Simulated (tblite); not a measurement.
Input of a run (GFN2-xTB geometry optimisation, gas phase (tblite 0.8.0)), started from a force field or distance geometry:
```
{"job": {"kind": "relax", "xc": "GFN2-xTB", "basis": "xTB"}, "charge": 0, "multiplicity": 1}
C      3.187500    -0.353700    -0.363900
Si     1.595600    -1.307700    -0.316400
Si    -0.030800     0.123300     0.244900
Si     0.803500     2.179700     0.399400
Si    -0.749700    -0.474600     2.272100
N     -1.277500    -0.042800    -1.024000
C     -1.915200    -1.319300    -0.935700
C     -2.120400     1.080400    -1.196200
H      2.969100     0.727800    -0.351600
H      3.780800    -0.657500     0.509200
H      3.690300    -0.624800    -1.320800
H      1.296700    -1.872100    -1.620900
H      1.613500    -2.410600     0.680200
H     -0.254900     3.180200     0.254700
H      1.776000     2.382600    -0.656600
H      1.484300     2.315100     1.725600
H      0.320100    -1.310900     2.857000
H     -0.981000     0.680800     3.155200
H     -1.975000    -1.296200     2.184200
H     -1.958900    -1.871300    -1.887200
H     -2.899900    -1.259400    -0.433100
H     -1.274900    -1.952800    -0.265300
H     -3.090800     0.723800    -1.608800
H     -2.334400     1.663400    -0.300900
H     -1.664700     1.720900    -1.991900
```

Output (eV, eV/Å):
```
step      E/eV     max force
  0    -676.64083    2.072
  1    -676.87427    0.721
  2    -676.96324    0.570
  3    -677.06106    0.696
  4    -677.15416    0.587
  5    -677.22595    0.471
  6    -677.28749    0.621
  7    -677.34613    0.513
  8    -677.39991    0.516
  9    -677.45469    0.540
 10    -677.49685    0.303
 11    -677.51684    0.257
 12    -677.52589    0.191
 13    -677.53406    0.212
 14    -677.54232    0.174
 15    -677.54912    0.174
 16    -677.55401    0.155
 17    -677.55872    0.193
 18    -677.56456    0.186
 19    -677.57097    0.171
 20    -677.57714    0.142
 21    -677.58276    0.169
 22    -677.58799    0.166
 23    -677.59306    0.178
 24    -677.59768    0.141
 25    -677.60143    0.136
 26    -677.60509    0.163
 27    -677.60959    0.193
 28    -677.61418    0.202
 29    -677.61775    0.130
 30    -677.62033    0.091
 31    -677.62259    0.127
 32    -677.62524    0.145
 33    -677.62837    0.140
 34    -677.63116    0.092
 35    -677.63314    0.093
 36    -677.63473    0.094
 37    -677.63654    0.115
 38    -677.63903    0.123
 39    -677.64221    0.132
 40    -677.64560    0.128
 41    -677.64875    0.140
 42    -677.65165    0.140
 43    -677.65458    0.122
 44    -677.65751    0.151
 45    -677.66033    0.164
 46    -677.66307    0.153
 47    -677.66533    0.142
 48    -677.66759    0.139
 49    -677.66955    0.082
 50    -677.67178    0.108
 51    -677.67342    0.116
 52    -677.67612    0.115
 53    -677.67866    0.115
 54    -677.68185    0.127
 55    -677.68592    0.177
 56    -677.69166    0.200
 57    -677.69845    0.182
 58    -677.70045    0.339
 59    -677.70740    0.153
 60    -677.71045    0.124
 61    -677.71689    0.102
 62    -677.71921    0.114
 63    -677.72377    0.124
 64    -677.72611    0.098
 65    -677.72837    0.104
 66    -677.72991    0.111
 67    -677.73150    0.105
 68    -677.73340    0.077
 69    -677.73522    0.089
 70    -677.73796    0.111
 71    -677.74150    0.133
 72    -677.74495    0.100
 73    -677.74746    0.091
 74    -677.74891    0.071
 75    -677.74993    0.079
 76    -677.75070    0.092
 77    -677.75182    0.082
 78    -677.75294    0.049
 79    -677.75386    0.058
 80    -677.75481    0.058
 81    -677.75576    0.074
 82    -677.75668    0.061
 83    -677.75756    0.051
 84    -677.75829    0.050
 85    -677.75904    0.060
 86    -677.75994    0.076
 87    -677.76100    0.074
 88    -677.76197    0.086
 89    -677.76262    0.060
 90    -677.76305    0.036
 91    -677.76344    0.038
 92    -677.76387    0.055
 93    -677.76432    0.062
 94    -677.76473    0.041
 95    -677.76507    0.051
 96    -677.76542    0.048
 97    -677.76580    0.061
 98    -677.76620    0.069
 99    -677.76658    0.040
100    -677.76697    0.043
101    -677.76747    0.052
102    -677.76822    0.067
103    -677.76915    0.074
104    -677.77012    0.049
105    -677.77092    0.044
106    -677.77152    0.054
107    -677.77206    0.055
108    -677.77263    0.044
109    -677.77319    0.045
110    -677.77375    0.045
111    -677.77429    0.043
112    -677.77478    0.063
113    -677.77505    0.045
114    -677.77553    0.035
115    -677.77576    0.026
116    -677.77593    0.024
117    -677.77611    0.028
118    -677.77637    0.027
119    -677.77660    0.032
120    -677.77683    0.030
121    -677.77704    0.030
122    -677.77723    0.032
123    -677.77747    0.031
124    -677.77775    0.037
125    -677.77801    0.038
126    -677.77823    0.032
127    -677.77845    0.029
128    -677.77871    0.040
129    -677.77900    0.036
130    -677.77928    0.037
131    -677.77954    0.038
132    -677.77978    0.031
133    -677.78001    0.037
134    -677.78024    0.029
135    -677.78045    0.034
136    -677.78070    0.038
137    -677.78106    0.044
138    -677.78163    0.054
139    -677.78241    0.056
140    -677.78321    0.066
141    -677.78344    0.085
142    -677.78425    0.049
143    -677.78454    0.038
144    -677.78495    0.027
145    -677.78511    0.029
146    -677.78532    0.026
147    -677.78549    0.026
148    -677.78573    0.029
149    -677.78604    0.048
150    -677.78643    0.050
151    -677.78680    0.040
152    -677.78714    0.040
153    -677.78746    0.040
154    -677.78774    0.038
155    -677.78800    0.038
156    -677.78823    0.035
157    -677.78848    0.037
158    -677.78872    0.035
159    -677.78894    0.030
160    -677.78913    0.024
161    -677.78932    0.030
162    -677.78955    0.044
163    -677.78983    0.048
164    -677.79011    0.037
165    -677.79040    0.036
166    -677.79063    0.036
167    -677.79091    0.042
168    -677.79123    0.047
169    -677.79163    0.040
170    -677.79198    0.039
171    -677.79233    0.044
172    -677.79258    0.042
173    -677.79277    0.033
174    -677.79294    0.033
175    -677.79311    0.032
176    -677.79327    0.022
177    -677.79339    0.021
178    -677.79354    0.038
179    -677.79370    0.047
180    -677.79388    0.034
181    -677.79401    0.024
182    -677.79410    0.020
183    -677.79418    0.029
184    -677.79429    0.032
185    -677.79443    0.029
186    -677.79457    0.031
187    -677.79471    0.031
188    -677.79488    0.043
189    -677.79509    0.042
190    -677.79530    0.036
191    -677.79546    0.030
192    -677.79555    0.031
193    -677.79566    0.030
194    -677.79582    0.026
195    -677.79601    0.027
196    -677.79627    0.027
197    -677.79647    0.025
198    -677.79660    0.019
199    -677.79669    0.018
200    -677.79679    0.029
201    -677.79689    0.027
202    -677.79703    0.026
203    -677.79719    0.021
204    -677.79731    0.026
205    -677.79747    0.027
206    -677.79760    0.020
207    -677.79769    0.016
208    -677.79775    0.016
209    -677.79781    0.022
210    -677.79787    0.023
211    -677.79794    0.016
212    -677.79800    0.018
213    -677.79805    0.020
214    -677.79812    0.027
215    -677.79819    0.028
216    -677.79826    0.017
217    -677.79833    0.017
218    -677.79841    0.021
219    -677.79850    0.026
220    -677.79860    0.027
221    -677.79869    0.019
222    -677.79874    0.013
223    -677.79877    0.011
224    -677.79880    0.010
225    -677.79882    0.009
```

Summarise the run.

The energy falls by 111.7 kJ/mol over 225 L-BFGS steps, the largest force on an atom goes from 2.07 to 0.009 eV/Å, and the atoms move by 0.850 Å rms after alignment. The bond that changes most is Si3–Si5 (four-coordinate silicon to SiH3 silicon), which lengthens by 0.131 Å. Bonds longer at the end by more than 0.005 Å: 10 of 24; shorter: 13. Among the angles that change most is Si3–N6–C7, from 110.5° to 120.7°. Among the dihedrals that turn most is Si3–N6–C8–H25, from 93° to 37°. The energy never rose by more than 1e-5 eV on the way. The first step brought 20 % of the lowering.

What are the final bond lengths?

C1–Si2 1.898 Å, Si2–Si3 2.342 Å, Si3–Si4 2.343 Å, Si3–Si5 2.363 Å, Si3–N6 1.750 Å, N6–C7 1.440 Å, N6–C8 1.440 Å, C1–H9 1.086 Å, C1–H10 1.086 Å, C1–H11 1.085 Å, Si2–H12 1.472 Å, Si2–H13 1.476 Å, Si4–H14 1.469 Å, Si4–H15 1.466 Å, Si4–H16 1.466 Å, Si5–H17 1.467 Å, Si5–H18 1.470 Å, Si5–H19 1.470 Å, C7–H20 1.094 Å, C7–H21 1.099 Å, C7–H22 1.087 Å, C8–H23 1.094 Å, C8–H24 1.099 Å, C8–H25 1.088 Å. Numbering counts from 1 in the input's order; the species is `C[SiH2][Si]([SiH3])([SiH3])N(C)C`.

Hardware: one thread, x86-64 server, on a shared host.

Its GFN2-xTB frequencies are all real (lowest 28 cm⁻¹). The numbers are those of one conformer.

All values are computed, not measured.
